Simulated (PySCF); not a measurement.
# One molecule, several mistakes: AlCH6OSi cation

Calculated results; nothing here was measured. They come from PySCF 2.14.0, an open-source quantum chemistry program, on an isolated molecule that a program drew, which may never have been made. The molecule is AlCH6OSi cation (charge +1, singlet), drawn as the SMILES string `[CH3][AlH][O][SiH2+]`.

Each row is a Hartree-Fock (HF) and frozen-core CCSD(T) single point in the cc-pV(D+d)Z basis, meant for a local HF minimum. Run 1 is clean. Each other run has one planted mistake out of seven kinds, and not every kind appears here: one electron removed, one electron added, multiplicity raised by two, geometry at a saddle point, minimal basis STO-3G, one bond length entered in bohr, all coordinates scaled. The reference is restricted for singlets and unrestricted otherwise, and also for a bond in bohr. Adding or removing an electron swaps singlet and doublet. Electrons count all cores. HOMO and LUMO are orbital energies over both spins, the gradient is its largest component, and the lowest frequency (negative if imaginary) is given only where the gradient is small. Bond lengths are over the 9 bonds as drawn. T1 is the CCSD diagnostic: over 0.02 (restricted) or 0.045 (unrestricted) a single reference is doubtful.

Geometry of the clean run:
```xyz
10
AlCH6OSi cation, angstrom
C     2.2696    1.7589    1.1591
Al    0.5701    0.9195    0.7807
O     0.1054    0.9368   -0.9615
Si   -0.3546    0.9128   -2.4323
H     2.5144    1.6907    2.2222
H     2.2589    2.8198    0.8867
H     3.0832    1.2885    0.5969
H    -0.5426    0.2096    1.6083
H    -1.1548    2.0120   -2.9570
H     0.0194   -0.2060   -3.2881
```

```
run  electrons  basis functions  <S^2>  HOMO (eV)  LUMO (eV)  gradient (hartree/bohr)  lowest frequency (cm^-1)  mean bond (Å)  longest bond (Å)      T1  HF (hartree)  CCSD(T) (hartree)                     mistake
  1         46              104  0.000     -15.27      -4.44                  3.4e-05                        30         1.4482             1.933  0.0155    -646.91846         -647.44777                    no fault
  2         46              104  2.065      -9.59      -8.87                  1.6e-01                         -         1.4482             1.933  0.0468    -646.73196         -647.25359  multiplicity raised by two
  3         46              104  0.000     -14.65      -4.61                  6.6e-02                         -         1.5886             2.120  0.0210    -646.84581         -647.39663      all coordinates scaled
  4         46               34  0.000     -13.67      -0.34                  3.0e-02                         -         1.4482             1.933  0.0256    -639.26565         -639.49600                           ?
```

**Which mistake was planted in run 4, and what did it cost?**

It has 34 basis functions where the clean run has 104, with the same electrons and geometry. So the mistake is: minimal basis STO-3G. Subtracting run 1 and multiplying by 627.51 kcal/mol a hartree, the energy moved by 4802.2 kcal/mol in HF and 4989.8 kcal/mol in CCSD(T).

Cautions from the logs. Run 2: T1 is over the limit, so its CCSD(T) energy is less reliable; run 3: T1 is over the limit, so its CCSD(T) energy is less reliable; run 4: T1 is over the limit, so its CCSD(T) energy is less reliable.
